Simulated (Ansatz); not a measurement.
**Si2H5ClO2 (SMILES O[SiH2][SiH](O)Cl): the vertical ionisation energy from total energies**

The species is Si2H5ClO2 (10 atoms), meant as a singlet with charge 0. As SMILES, `O[SiH2][SiH](O)Cl`. The coordinates come from a PBE0-D4/def2-TZVP relaxation. This is one conformer, not always the lowest.

```xyz
10

O    -0.9300    0.8706    1.7374
Si   -0.4474    1.3322    0.2289
Si    0.3411   -0.6024   -0.8438
O     0.8424   -1.5022    0.4435
Cl   -1.1634   -1.5908   -1.8570
H    -0.4811    0.1025    2.0987
H     0.6460    2.3450    0.2798
H    -1.6112    1.9310   -0.4681
H     1.4302   -0.4463   -1.8429
H     1.1986   -2.3792    0.2865
```

Both states at this one shape; open shells run unrestricted unless said. 1 Eh = 27.2114 eV.

| level | program | singlet Si2H5ClO2 (Eh) | doublet [Si2H5ClO2]+ (Eh) | HOMO of the first (eV) |
| --- | --- | --- | --- | --- |
| HF/3-21G | Ansatz | -1183.995673 | -1183.627983 | -10.93 |
| SVWN5/cc-pVDZ | Ansatz | -1187.859480 | -1187.515352 | -6.50 |
| revPBE/cc-pVDZ | Ansatz | -1192.499155 | -1192.158883 | -6.42 |

**Question.** Work out the vertical ionisation energy at each level.

**Answer.** 
1. HF/3-21G: -1183.627983 − (-1183.995673) = 0.367690 Eh = 10.01 eV; −ε(HOMO) = 10.93 eV.
2. SVWN5/cc-pVDZ: -1187.515352 − (-1187.859480) = 0.344128 Eh = 9.36 eV; −ε(HOMO) = 6.50 eV.
3. revPBE/cc-pVDZ: -1192.158883 − (-1192.499155) = 0.340272 Eh = 9.26 eV; −ε(HOMO) = 6.42 eV.

No measured value is set beside it here; the levels span 9.26 to 10.01 eV. In Hartree–Fock, −ε(HOMO) (Koopmans) exceeds the difference of totals by the orbital relaxation of the ion. In semi-local functionals −ε(HOMO) lies far under the ionisation energy, a result of self-interaction.
